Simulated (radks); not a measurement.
Neutral bromine inside a hard spherical wall (all orbitals vanish at R), configuration held at [Ar] 3d10 4s2 4p5 and not refilled when levels cross. Calculated with a radial shooting solver on a logarithmic mesh with Libxc functionals: non-relativistic Kohn-Sham, LDA (Slater exchange, VWN5 correlation), spin-polarised, spherical densities, point nucleus; open shells are filled with parallel spins first. Eigenvalues in eV for spin up, with the zero of energy where the potential of the charges vanishes at infinity; a dash marks a level that is unbound or too diffuse for the functional's potential to be trusted. A positive occupied level is held by the wall or, in an anion where self-interaction has pushed it up, behind a barrier. The pressure on the wall is -dE/dV.

R (bohr)  E (hartree)  kinetic (hartree)    e(3p)    e(3d)    e(4s)   e(4p)  e(5s, empty)  e(5p, empty)  pressure (GPa)
free      -2570.62665           2568.373  -171.42  -68.667  -19.917  -8.336        -0.434             -               0
20        -2570.62665           2568.373  -171.42  -68.667  -19.917  -8.336        -0.426         0.449        < 0.0001
12        -2570.62665           2568.373  -171.42  -68.667  -19.917  -8.336        -0.259         1.161        < 0.0001
10        -2570.62663           2568.373  -171.42  -68.665  -19.915  -8.334         0.000         1.802        0.000820
8         -2570.62615           2568.378  -171.38  -68.628  -19.884  -8.305         0.792         3.340          0.0280
7         -2570.62434           2568.395  -171.28  -68.524  -19.801  -8.223         1.779         4.993           0.170
3         -2569.18625           2574.687  -155.52  -52.949   -7.051   6.704        59.846        73.038             676
2.5       -2566.96627           2582.408  -143.70  -41.323    5.793  21.836        109.56        125.77            2660
2         -2560.40484           2602.944  -121.85  -19.610   38.090  58.460        219.44        238.44           13100
